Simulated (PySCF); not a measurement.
Geometry:
```tsv
atom	x (Å)	y (Å)	z (Å)
C1	-2.290	0.066	0.520
Si2	-0.715	0.443	-0.443
O3	0.458	1.032	0.547
C4	1.688	0.425	0.284
C5	1.415	-0.920	-0.422
O6	0.122	-0.877	-0.953
H7	-2.695	0.977	0.945
H8	-2.129	-0.641	1.329
H9	-3.039	-0.348	-0.144
H10	-0.915	1.318	-1.597
H11	2.222	0.288	1.227
H12	2.275	1.081	-0.368
H13	2.128	-1.093	-1.232
H14	1.473	-1.752	0.287
```

Geometry: GFN2-xTB; GIAO shifts from PySCF 2.14, gas phase, non-relativistic, averaged over equivalent atoms.

At HCTH407/STO-3G (42 basis functions, 13 s wall time on 1 thread of an Arm Neoverse N1, shared host):
```
   atoms  δ (ppm)
   C4/C5     55.5
      C1     -2.4
     Si2     10.3
   O3/O6    -66.0
     H10     2.98
 H11/H14     2.22
 H12/H13     2.14
H7/H8/H9     0.23
```

References, each an isolated molecule treated in the same way: 13C (230.88 ppm) and 29Si (499.27 ppm) and 1H (32.96 ppm) against TMS; 17O (333.92 ppm) vs H2O.

Question: Predict the values at PBE0/pcSseg-1 on the same geometry.

Answer: 
| atoms | δ at PBE0/pcSseg-1 | change |
| --- | --- | --- |
| C4/C5 | 65.8 | +10.3 |
| C1 | 0.2 | +2.6 |
| Si2 | 12.0 | +1.7 |
| O3/O6 | 37.8 | +103.8 |
| H10 | 5.04 | +2.06 |
| H11/H14 | 4.26 | +2.04 |
| H12/H13 | 4.18 | +2.04 |
| H7/H8/H9 | 0.16 | -0.07 |

Scale: 13C (σ = 186.93 ppm) and 29Si (σ = 349.16 ppm) and 1H (σ = 31.72 ppm) against TMS; 17O (σ = 336.08 ppm) vs H2O (reference shieldings calculated alike).

The largest change is at O3/O6 (oxygen bonded to C, Si, in a 5-membered ring). Cost: 149 basis functions, 22 s wall time on 1 thread of an Arm Neoverse N1, shared host.

Experimental scales use liquid or dissolved standards, which lie at an offset from isolated H2O (liquid H2O: subtract about 36 ppm).
